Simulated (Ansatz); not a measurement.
Calculated with Ansatz (gas phase, PBE0-D4/def2-TZVP geometries, no zero-point term in ΔE). CCSD(T)/CBS adds triple-zeta CCSD(T) − MP2 to the extrapolated MP2 energy (def2 sets, frozen cores). Functionals use def2-TZVPP. Each species was taken in one conformer, which may not be the lowest.

`O[Si]1([SiH3])[SiH2][SiH2]1` + `C[SiH2]Cl` → `[SiH3]C[SiH2]Cl` + `O[SiH]1[SiH2][SiH2]1`  (formal exchange of groups at the Si–Si bond)

| level | ΔE (kJ/mol) | difference from CCSD(T)/CBS |
| --- | --- | --- |
| r2SCAN-D4 | 21.2 | 5.7 |
| PBE0-D4 | 24.4 | 8.9 |
| ωB97X-V | 14.3 | -1.2 |
| ωB97M-V | 11.4 | -4.1 |
| r2SCAN | 20.6 | 5.1 |
| HF/def2-TZVPP | 1.2 | -14.3 |
| SCS-MP2/def2-TZVPP | 9.0 | -6.5 |
| CCSD/def2-TZVPP | 11.4 | -4.1 |
| SCS-MP2/def2-QZVPP | 9.5 | -6.0 |
| HF/CBS(def2) | 0.5 | -15.0 |
| CCSD(T)/CBS | 15.5 | 0 |

Largest T1 diagnostic among the species: 0.015.

In def2-TZVPP, CCSD(T) changes the Hartree–Fock value by +13.1 kJ/mol (the triples alone add +2.9 kJ/mol) and MP2 by +10.8 kJ/mol. From PBE to PBE0 (25 % exact exchange), in def2-TZVPP and without D4, ΔE moves by −4.6 kJ/mol. The D4 term adds +3.6 kJ/mol with B3LYP and +2.2 kJ/mol with PBE0; it sums over pairs of atoms, weighted by their polarisabilities, and B3LYP, whose exchange is more repulsive, gets the larger term.

B3LYP here is the variant with VWN-RPA as its local correlation; programs differ in this.
